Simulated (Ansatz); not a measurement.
Basis-set extrapolation for C3H9AlClN, SMILES `CC(C)[NH][AlH][Cl]` (PBE0-D4/def2-TZVP geometry, frozen core, the Gaussian-basis code of Ansatz). Multiplicity 1, RHF reference.

|  | def2-TZVPP | def2-QZVPP |
| --- | --- | --- |
| HF | -874.909594 | -874.937852 |
| MP2 correlation | -1.006259 | -1.079965 |
| CCSD(T) correlation | -1.111853 | not run |

Energies in hartree. Use E(X) = E(∞) + A·exp(−7.88·√X) for Hartree–Fock and E(X) = E(∞) + B·X^(−2.97) for correlation, with X = 3 and 4, and add CCSD(T) minus MP2 of the smaller set to the MP2 limit.

**Question.** What is the CCSD(T) energy at the basis-set limit?

**Answer.** HF limit: -874.937852 + (-0.028258) × 0.13774 = -874.94174. MP2 limit: -1.079965 + (-0.073706) × 0.74074 = -1.13456. Higher-order term: -1.111853 − (-1.006259) = -0.10559. Total: -876.18189 hartree, 4.37 eV below CCSD(T)/def2-TZVPP.
